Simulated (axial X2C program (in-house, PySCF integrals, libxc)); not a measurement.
**NiIn⁻: a run with one poor setting**

All values were computed with an in-house all-electron X2C program for linear molecules (integrals from PySCF). Spin-free means the one-electron spin-free X2C Hamiltonian. Basis: In dyall-av3z [12s13p10d2f], Ni dyall-av3z [10s10p7d3f2g] (cores contracted in-house); Gaussian nuclei, density fitting, unrestricted open shells. Masses: In 114.904 u, Ni 57.935 u.

One setting of this run was spoiled on purpose, so its numbers are not properties of NiIn⁻. Level: B3LYP, without spin–orbit coupling; state M_S = 0, Λ = 3 (beyond evenly filled blocks: π+β, δ+α, δ+β, δ-α).

```tsv
R (Å)	E − E(lowest point) (eV)	SCF iterations
2.238	0.4638	15
2.341	0.1976	15
2.418	0.0830	15
2.495	0.0216	15
2.572	0.0000	12
2.662	0.0111	15
2.752	0.0486	16
2.868	0.1196	16
3.009	0.2198	16
3.215	0.3612	16
```

Fit: Re 2.587 Å, ωe 179.8 cm⁻¹, residual 0.11 microhartree, De 1.21 eV.

Output at the reference distance:

```
spin-free X2C-1e  B3LYP
basis functions 229  fitting functions 692  grid points 5804
iter        total energy     max residual
   1      -7402.291520997     5.66e-02
   2      -7402.293218212     6.60e-03
   3      -7402.290341758     2.19e-02
   4      -7402.293539788     2.08e-03
   5      -7402.293572273     2.02e-03
   6      -7402.293645716     2.87e-04
   7      -7402.293648952     1.38e-04
   8      -7402.293650645     6.12e-05
   9      -7402.293651320     1.49e-05
  10      -7402.293651339     7.59e-06
  11      -7402.293651341     7.68e-06
  12      -7402.293651342     1.63e-06
converged
one-electron -10782.84483269  Coulomb 3323.56549496  exact exchange -44.06596424  xc functional -181.23106063  nuclear repulsion 282.28271127
```

Problem. Which setting was spoiled?
A. too few iterations allowed
B. an excited determinant was followed
C. density fitting set too sparse
D. virtual space cut too low
E. integration grid too coarse

Solution. C. Density fitting set too sparse: ratio 4 between fitting exponents against the usual 2.
